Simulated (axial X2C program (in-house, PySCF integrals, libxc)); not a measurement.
**Ω levels of RhOH from open-shell CI on d8 s0**

Computed with an in-house all-electron X2C program for linear molecules (integrals from PySCF): two-component X2C with atomic mean-field Coulomb and Gaunt terms, basis Rh dyall-v3z, O dyall-av3z, H dyall-v3z (cores contracted in-house). Orbitals come from Hartree–Fock averaged over the configuration Rh d8 s0; CI then distributes these electrons over the d, s shells of Rh.

Rh–O–H held linear, bonds 2.007 and 0.950 Å (the second held) (near the minimum of the configuration average).

Active spinors (ω > 0):

```json
{"shell": "d", "ω": "3/2", "ε (eV)": "-8.94", "character": "99% Rh d"}
{"shell": "d", "ω": "5/2", "ε (eV)": "-8.58", "character": "100% Rh d"}
{"shell": "d", "ω": "1/2", "ε (eV)": "-8.37", "character": "92% Rh d"}
{"shell": "d", "ω": "3/2", "ε (eV)": "-8.11", "character": "93% Rh d"}
{"shell": "d", "ω": "1/2", "ε (eV)": "-7.68", "character": "87% Rh d, 5% Rh s, 3% O p"}
{"shell": "s", "ω": "1/2", "ε (eV)": "-0.17", "character": "63% Rh s, 31% Rh p"}
```

Lowest levels of this model:

| Ω | energy (cm⁻¹) | g∥ | μ (D) | configuration |
| --- | --- | --- | --- | --- |
| 0 | 0 | 0.00 | -4.69 | 100% d8 |
| 1 | 40 | 2.56 | -4.68 | 100% d8 |
| 2 | 204 | 5.37 | -4.67 | 100% d8 |
| 3 | 805 | 7.80 | -4.68 | 100% d8 |
| 4 | 1858 | 10.00 | -4.76 | 100% d8 |
| 0 | 2112 | 0.00 | -4.65 | 100% d8 |
| 1 | 2422 | 2.64 | -4.67 | 100% d8 |
| 2 | 2660 | 4.47 | -4.66 | 100% d8 |
| 0 | 3303 | 0.00 | -4.65 | 100% d8 |
| 1 | 3734 | 0.83 | -4.66 | 100% d8 |
| 3 | 3855 | 6.20 | -4.74 | 100% d8 |
| 2 | 5175 | 2.21 | -4.74 | 100% d8 |
| 0 | 9237 | 0.00 | -4.62 | 100% d8 |
| 1 | 10370 | 2.02 | -4.66 | 100% d8 |
| 2 | 11626 | 5.40 | -4.66 | 99% d8 |
| 0 | 13359 | 0.00 | -4.65 | 99% d8 |
| 0 | 13544 | 0.00 | -4.65 | 99% d8 |
| 0 | 16789 | 0.00 | -4.68 | 99% d8 |
| 0 | 18052 | 0.00 | -4.72 | 99% d8 |
| 3 | 19633 | 6.00 | -4.71 | 99% d8 |
| 4 | 22484 | 8.01 | -4.75 | 99% d8 |

g∥ is the magnitude of 2⟨Lz + ge Sz⟩ for the +Ω component. μ is positive if the H end is positive.

This point took 1.1 s on 1 thread of Arm Neoverse V2, on a shared host.

Dynamic correlation is missing, so gaps between terms are too wide and other configurations may lie lower; the lowest level listed is that of this model, not necessarily the ground state. For d shells the ligand-field splittings (σ, π, δ) and their order can be off by a thousand cm⁻¹ or more. At most 4 roots were kept for each Ω > 0 (twice that for Ω = 0) within 3.2 eV of the lowest, so higher up levels can be missing between those listed; levels with Ω > 0 are doubly degenerate and listed once, Ω = 0 levels singly. States that fill the shells left empty in the average are placed too high. The molecule was held linear; bending was not examined.
